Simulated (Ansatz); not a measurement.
(KH)n off (charge +1): PBE-D4/def2-SVP single points in Ansatz on relaxed structures, gas phase. Each cluster is the lowest isomer that a short search found in that spin, judged at the geometry's level, and lower ones may exist. HOMO and LUMO are taken over both spins. The structures are stationary points that may keep the symmetry of their start. Remarks come from the PBE and PBE0 runs and from stability tests at other levels; not every state was tested.

**Question.** Estimate the order by LUMO (eV), lowest first.
A. K9H8⁺ (singlet)
B. K4H3⁺ (singlet)
C. K3H3⁺ (doublet)

**Answer.** C (-4.78), B (-3.92), A (-3.44).

In full:

```
species  atoms    state                             geometry  HOMO (eV)  LUMO (eV)  gap (eV)  point group (within 0.1 Å)         remarks
  K3H3⁺      6  doublet                   B3LYP-D4/def2-TZVP      -5.46      -4.78      0.68                           –               –
  K4H3⁺      7  singlet                   r2SCAN-D4/def2-SVP      -7.01      -3.92      3.10                         C3v               –
  K4H4⁺      8  doublet                      PBE-D4/def2-SVP      -5.53      -4.81      0.72                           –               –
  K9H8⁺     17  singlet  r2SCAN-D4/def2-SVP, loosely relaxed      -5.99      -3.44      2.55                           –  loose geometry
```

The gap (eV) runs from 0.68 (K3H3⁺) to 3.10 (K4H3⁺). It alternates from one size to the next.
